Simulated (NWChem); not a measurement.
# Atomisation of C2HCl2

SMILES: ClC(Cl)=[CH]
```xyz
5

C      1.5793     0.8203     0.0000
C      0.4097     0.2319     0.0000
Cl    -1.0934     1.1110     0.0000
Cl     0.2360    -1.5175     0.0000
H      2.6416     0.5973     0.0000
```
Charge 0, spin multiplicity 2.

Program: NWChem. The geometry was optimised at UB3LYP/def2-SVP, a minimum by its harmonic frequencies.

Basis set: def2-TZVP. The atomisation energy is electronic alone: no zero-point, thermal, spin-orbit or counterpoise terms. No value is extrapolated to the basis-set limit. Free atoms are single determinants with multiplicities C 3, Cl 2, H 2.

B3LYP has NWChem's definition, with VWN1-RPA local correlation. The structure started from a generated list of species. The unpaired electrons of the parent sit in orbitals of symmetry a' (Cs labels of the run); other states weren't searched. No SCF solution was tested for a lower state.

**Question.** Order these methods by the atomisation energy they give, lowest first: BLYP, PBE, BP86, B3LYP, PBE0, TPSS.

**Answer.** B3LYP (393.5 kcal/mol), BLYP (397.4 kcal/mol), TPSS (404.7 kcal/mol), PBE0 (408.4 kcal/mol), BP86 (419.4 kcal/mol), PBE (424.1 kcal/mol)
